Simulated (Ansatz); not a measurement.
Reaction (homolysis of the Si–Sn bond): `N[SiH]([SiH3])[SnH3]` → `N[SiH][SiH3]`• + `[SnH3]`•

Gas-phase electronic energies from Ansatz, PBE0-D4/def2-TZVP geometries. CBS: MP2 limit from def2 TZ/QZ plus the TZ coupled-cluster correction, frozen cores. DFT in def2-TZVPP. B3LYP here is the variant with VWN-RPA as its local correlation; programs differ in this. Open shells (•) are unrestricted, without spin–orbit coupling. def2 core potentials past Kr. For Sn outer-core shells are correlated without core-valence functions, which leaves a few kJ/mol of doubt a bond. Each species was taken in one conformer, which may not be the lowest.

`N[SiH]([SiH3])[SnH3]`:

```xyz
13

N     0.055   -1.573    1.337
Si   -0.500   -0.548    0.057
Si    0.831   -0.512   -1.879
Sn   -0.692    1.832    1.000
H     0.881   -1.310    1.852
H     0.024   -2.574    1.211
H    -1.856   -1.027   -0.336
H     2.180    0.034   -1.561
H     1.014   -1.881   -2.443
H     0.215    0.351   -2.926
H    -0.865    2.986   -0.249
H     0.729    2.225    1.871
H    -2.016    1.998    2.066
```

`N[SiH][SiH3]`•:

```xyz
9

N    -0.491   -1.642    0.626
Si   -0.071   -0.705   -0.761
Si    0.223    1.542   -0.184
H    -1.283   -1.396    1.197
H    -0.318   -2.634    0.645
H     1.172   -1.328   -1.308
H     1.339    1.802    0.770
H    -1.036    2.037    0.441
H     0.466    2.324   -1.427
```

`[SnH3]`•:

Cartesian coordinates in Å:
```
Sn -0.323 -0.120 0.249
H 1.007 -1.173 0.500
H 0.132 1.486 0.642
H -0.816 -0.194 -1.392
```

```
       level  ΔE (eV)  difference from CCSD(T)/CBS
 LDA (SPW92)     3.01                         0.09
    B3LYP-D4     2.62                        -0.30
  r2SCAN0-D4     2.59                        -0.33
CAM-B3LYP-D4     2.65                        -0.27
    PBE-QIDH     2.77                        -0.15
      revPBE     2.37                        -0.55
      r2SCAN     2.54                        -0.38
     r2SCANh     2.54                        -0.38
   CAM-B3LYP     2.55                        -0.37
 HF/def2-SVP     1.91                        -1.01
 CCSD(T)/CBS     2.92                            0
```

(1) What do rigid-rotor, harmonic-oscillator terms from PBE0-D4/def2-TZVP frequencies (298.15 K, 1 bar) make of the CCSD(T)/CBS value? (An estimate is asked.)

Largest T1 diagnostic among the species: 0.016.

Results:

(1) Ansatz gave: ΔZPE = -0.10 eV, ΔH = +2.83 eV, ΔS = 149 J/(mol·K), ΔG = +2.37 eV. Open shells count their whole term as degenerate.

At CCSD(T), def2-SVP lies −0.36 eV from the extrapolated value and def2-TZVPP −0.16 eV: correlation converges slowly with the basis, and small sets miss more of it in the bonded molecule than in its fragments. Leaving LDA and LC-ωPBE aside and taking each functional with its dispersion term where it has one, the values, not all of them listed here, spread over 0.33 eV, from BLYP-D4 to ωB97X-V. LDA lies +0.46 eV from PBE without D4, its usual overbinding. The D4 term adds +0.16 eV with B3LYP and +0.09 eV with PBE0; it sums over pairs of atoms, weighted by their polarisabilities, and B3LYP, whose exchange is more repulsive, gets the larger term.
